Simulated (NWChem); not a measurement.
System: MgF2; SMILES [F][Mg][F]

Excerpt of the output:

```
             Northwest Computational Chemistry Package (NWChem) 7.3.0
             --------------------------------------------------------

                             Geometry "geometry" -> ""
                             -------------------------

 Output coordinates in angstroms (scale by  1.889725989 to convert to a.u.)

  No.       Tag          Charge          X              Y              Z
 ---- ---------------- ---------- -------------- -------------- --------------
    1 Mg                  12.0000     0.00000000     0.00000000    -0.04770600
    2 F                    9.0000     1.73531400     0.00000000    -0.04766600
    3 F                    9.0000    -1.73531400     0.00000000    -0.04766600

 Effective nuclear repulsion energy (a.u.)      78.2186764690

  pbe96 is a nonlocal functional; adding pw91lda local functional.
                              NWChem Property Module
                              ----------------------

  itol2e modified to match energy
  convergence criterion.

                                 NWChem DFT Module
                                 -----------------

 Summary of "ao basis" -> "ao basis" (spherical)
 ------------------------------------------------------------------------------
       Tag                 Description            Shells   Functions and Types
 ---------------- ------------------------------  ------  ---------------------
 Mg                         cc-pvtz                 12       34   5s4p2d1f
 F                          cc-pvtz                 10       30   4s3p2d1f

  itol2e modified to match energy
  convergence criterion.

            General Information
            -------------------
          SCF calculation type: DFT
          Wavefunction type:  closed shell.
          No. of atoms     :     3
          No. of electrons :    30
           Alpha electrons :    15
            Beta electrons :    15
          Charge           :     0
          Spin multiplicity:     1
          Use of symmetry is: off; symmetry adaption is: off
          Maximum number of iterations: 150
          AO basis - number of functions:    94
                     number of shells:    32
          Convergence on energy requested:  1.00D-07
          Convergence on density requested:  1.00D-05
          Convergence on gradient requested:  5.00D-04

              XC Information
              --------------
          PerdewBurkeErnzerhof Exchange Functional  1.000
            Perdew 1991 LDA Correlation Functional  1.000 local
           PerdewBurkeErnz. Correlation Functional  1.000 non-local

[...]

          -----------------------
          Electric field gradient
          -----------------------

 1 a.u. = 0.324123 10**(16) esu/cm**3  ( or statvolts/cm**2 ) = 0.97174 10**(22) v/m**2

 ------------------------------------------------------------
   Atom      X         Y         Z
 ------------------------------------------------------------
    1 Mg   0.00000   0.00000  -0.09015
 ------------------------------------------------------------

 Electric field gradient in molecular frame (a.u.)
         XX             YY             ZZ             XY             XZ             YZ
 ------------------------------------------------------------------------------------------
        0.943193      -0.471597      -0.471597       0.000000      -0.000000      -0.000000

 Principal components (a.u.) and orientation
 of principal axis w.r.t. absolute frame                      Asymmetry parameter eta
 --------------------------------------------------------------------------------------
        0.943193      -0.471597      -0.471597                       0.000000

        1.000000      -0.000000      -0.000000
        0.000000       0.698835       0.715283
       -0.000000       0.715283      -0.698835

 ------------------------------------------------------------
   Atom      X         Y         Z
 ------------------------------------------------------------
    2 F    3.27927   0.00000  -0.09008
 ------------------------------------------------------------

 Electric field gradient in molecular frame (a.u.)
         XX             YY             ZZ             XY             XZ             YZ
 ------------------------------------------------------------------------------------------
       -0.286351       0.143176       0.143176       0.000000      -0.000023       0.000000

 Principal components (a.u.) and orientation
 of principal axis w.r.t. absolute frame                      Asymmetry parameter eta
 --------------------------------------------------------------------------------------
       -0.286351       0.143176       0.143176                       0.000000

        1.000000      -0.000052       0.000012
       -0.000000       0.229140       0.973394
        0.000054       0.973394      -0.229140

 ------------------------------------------------------------
   Atom      X         Y         Z
 ------------------------------------------------------------
    3 F   -3.27927   0.00000  -0.09008
 ------------------------------------------------------------

 Electric field gradient in molecular frame (a.u.)
         XX             YY             ZZ             XY             XZ             YZ
 ------------------------------------------------------------------------------------------
       -0.286355       0.143178       0.143178       0.000000       0.000023       0.000000

 Principal components (a.u.) and orientation
 of principal axis w.r.t. absolute frame                      Asymmetry parameter eta
 --------------------------------------------------------------------------------------
       -0.286355       0.143178       0.143178                       0.000000

        1.000000       0.000041      -0.000034
       -0.000000       0.636158       0.771559
       -0.000054       0.771559      -0.636158
```

Level: PBE/cc-pVTZ. The geometry was optimised at B3LYP/6-31G* (spherical d). NWChem prints the field gradient with the sign opposite to the second derivative of the potential.

Reconstruct the input file.

One answer among several that fit: the input that was run:
```
start job
memory heap 200 mb stack 900 mb global 1100 mb
geometry units angstroms noautosym nocenter noautoz
  Mg     0.000000     0.000000    -0.047706
  F      1.735314     0.000000    -0.047666
  F     -1.735314     0.000000    -0.047666
end
basis spherical
  Mg library cc-pvtz
  F library cc-pvtz
end
dft
  xc xpbe96 cpbe96
  iterations 150
end
property
  efieldgrad
end
task dft property
```
